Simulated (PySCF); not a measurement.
# Magnetic susceptibility: `C#CCCC=C=C=C`, C$_{8}$H$_{8}$

Cartesian coordinates in Å; atom numbers follow the order of the lines, from 1:
```xyz
16

C    -3.488    0.763    0.678
C    -2.643    0.561   -0.145
C    -1.614    0.285   -1.125
C    -0.637   -0.800   -0.637
C     0.140   -0.329    0.553
C     1.441   -0.175    0.551
C     2.692   -0.042    0.501
C     3.990    0.114    0.468
H    -4.234    0.952    1.390
H    -1.060    1.206   -1.334
H    -2.091   -0.048   -2.052
H    -1.208   -1.693   -0.364
H     0.046   -1.058   -1.449
H    -0.441   -0.087    1.435
H     4.561   -0.113   -0.418
H     4.539    0.472    1.324
```

Computed with GIAO wB97X-D/pcSseg-1 magnetisability, rotational g tensor and spin-rotation constants, non-relativistic, gas phase (PySCF 2.14.0). Geometry: GFN2-xTB.

Task: How diamagnetic is it, and how anisotropic?

Result: Isotropic -1170 × 10⁻³⁰ J/T², or -70.5 × 10⁻⁶ cm³/mol; principal values -1265, -1164, -1081 × 10⁻³⁰ J/T², anisotropy 159 × 10⁻³⁰ J/T² (root of half the summed squared differences of the principal values). The susceptibility is in cgs units.

Task: Split it along the inertial axes a, b, c into diamagnetic and paramagnetic parts about the centre of mass, with the quadrupole moment.

Result: 
| axis | χ (10⁻⁶ cm³/mol) | diamagnetic (10⁻⁶ cm³/mol) | paramagnetic (10⁻⁶ cm³/mol) | summed x² of all electrons (Å²) | quadrupole Θ (D Å) |
| --- | --- | --- | --- | --- | --- |
| a | -66.4 | -278.2 | 211.8 | 364.8 | +3.58 |
| b | -69.9 | -1645.2 | 1575.3 | 42.5 | +2.65 |
| c | -75.1 | -1728.0 | 1652.9 | 23.0 | -6.23 |

Anisotropies 2χaa − χbb − χcc = +12.2 and 2χbb − χaa − χcc = +1.6 × 10⁻⁶ cm³/mol. Θ is traceless in Buckingham's convention.

Task: And the rotational g tensor?

Result: 
```csv
axis,rotational constant (GHz),g,nuclear part,electronic part
a,7.1309,-0.0576,0.6519,-0.7095
b,0.7606,-0.0047,0.5582,-0.5629
c,0.7251,-0.0009,0.5621,-0.5631
```
Asymmetric top; isotopes 12C, 1H; no vibrational averaging.
